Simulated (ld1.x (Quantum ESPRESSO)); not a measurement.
# Configuration tests for Fe (TM)

```
Element                 : Fe
Generator               : ld1.x (Quantum ESPRESSO) 7.5
Type                    : norm-conserving Troullier–Martins (Kleinman–Bylander form)
Functional              : PBE
Relativity              : scalar-relativistic
Frozen core             : [Ne]
Valence charge          : 16
Reference configuration : 3s2 3p6 3d6 4s0 4p0 (charge +2)
Partial waves           : 3p (bound): rc 0.95 bohr; 3d (bound): rc 1.40 bohr; 3s (bound): rc 1.15 bohr
Local potential         : the s channel
Core correction         : Bessel-smoothed model core inside 0.75 bohr
```

Energies are relative to the spin-unpolarised reference configuration 3s2 3p6 3d6 4s0 4p0; without spin polarisation the order of configurations can differ from experiment. The frozen-core shift is the all-electron ΔE with the core orbitals held at their reference shape minus the fully relaxed ΔE.

```csv
valence configuration,charge,ΔE all-electron (eV),error AE − PS (meV),frozen-core shift (meV)
3s2 3p6 3d6 4s2 4p0,0,-24.932,+842,-2.1
3s2 3p6 3d6 4s1 4p0,+1,-16.203,+548,-1.3
3s2 3p6 3d5 4s0 4p0,+3,34.223,+29,-2.9
3s2 3p6 3d6 4s0 4p2,0,-16.477,+137,-1.3
3s2 3p6 3d4 4s0 4p0,+4,87.313,+209,-6.2
3s2 3p6 3d7 4s1 4p0,0,-25.723,+324,+0.6
```

Task: What are ΔE and the potential's error for 3s2 3p6 3d6 4s0 4p1?

Result: ΔE = -11.149 eV all-electron; the error (AE − PS) is +103 meV.

Levels in the configuration 3s2 3p6 3d6 4s0 4p1:

| level | all-electron (eV) | pseudo (eV) |
| --- | --- | --- |
| 3s | -104.032 | -103.934 |
| 3p | -70.070 | -69.978 |
| 3d | -17.371 | -17.280 |
| 4p | -8.082 | -8.144 |

A variational frozen-core shift is positive and of second order in the change. This column holds negative values, so the frozen-core run of ld1.x carries numerical noise or an error of first order here, and the column gives no more than the rough size of the effect.
